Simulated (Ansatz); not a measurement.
A nudged elastic band was laid between two geometries of FGe$_{2}$H$_{5}$ (8 atoms, charge 0, multiplicity 1).

These are results of RKS B3LYP/def2-SVP (Ansatz 0.2.0), not measurements.

| Property | Result |
| --- | --- |
| movable images | 5 |
| climbing image | yes |
| spring | 5.0 eV/Å² |
| optimiser | quadratic models (default) |
| start path | through a guess of the saddle point |
| force threshold | 0.05 eV/Å |
| iteration limit | 60 |
| end points | relaxed |

Image 0:

```xyz
8
Properties=species:S:1:pos:R:3
Ge 0.233 0.079 0.192
H -0.136 -0.268 1.652
H 1.763 0.238 0.043
Ge -1.042 1.952 -0.724
H -2.551 1.668 -0.606
H -0.705 3.234 0.068
H -0.675 2.165 -2.205
F -0.195 -1.337 -0.758
```

Image 6:

```xyz
8
Properties=species:S:1:pos:R:3
Ge -0.903 -0.330 0.645
H 1.635 -0.009 0.989
H 1.632 0.493 0.411
Ge -1.150 1.864 -0.658
H -2.585 1.893 -1.253
H -1.003 3.143 0.207
H -0.174 1.989 -1.855
F -0.761 -1.313 -0.825
```

Task: What changes between the two ends?

Result: Bonds broken: Ge1–H2, Ge1–H3. Bonds formed: H2–H3. FGe2H5 becomes FGe2H3 + H2.

Task: Give the energies along the band, and the barrier.

Result: The run converged. The highest image is number 3 of 0 to 6, 44.6 kcal/mol above the first end and 17.4 kcal/mol above the last; the last end lies 27.3 kcal/mol above the first. A vibrational analysis at the climbing image gives one clearly imaginary mode, 537i cm⁻¹: a first-order saddle point. The orbitals stay closed-shell, which can raise the energy where a bond breaks towards radicals; this wasn't checked here.

```
image  path coordinate (Å)  energy (kcal/mol)  Ge1–H2 (Å)  Ge1–H3 (Å)  H2–H3 (Å)
    0                 0.00                0.0        1.55        1.55       2.54
    1                 0.78                2.2        1.54        1.54       2.51
    2                 1.56               19.1        1.53        1.54       2.32
    3                 2.34               44.6        1.56        1.75       2.09
    4                 5.61               27.6        1.62        3.43       3.52
    5                 8.88               27.7        2.44        2.50       0.77
    6                12.16               27.3        2.58        2.68       0.77
```

Task: What is the geometry of the highest image?

Result: 
```xyz
8
Properties=species:S:1:pos:R:3
Ge -0.392 -0.219 0.517
H 0.856 -0.236 1.454
H 0.680 0.906 -0.287
Ge -0.945 1.903 -0.717
H -2.474 1.800 -0.949
H -0.623 2.988 0.324
H -0.281 2.157 -2.084
F -0.130 -1.569 -0.597
```

Task: What are the harmonic wavenumbers there?

Result: 537i, 103, 135, 254, 465, 584, 667, 697, 758, 795, 835, 875, 942, 1468, 2030, 2075, 2132, 2162 cm⁻¹.

The run took 5.4 min on 2 threads of Arm Neoverse V2 (shared host), peak memory 0.25 GiB.
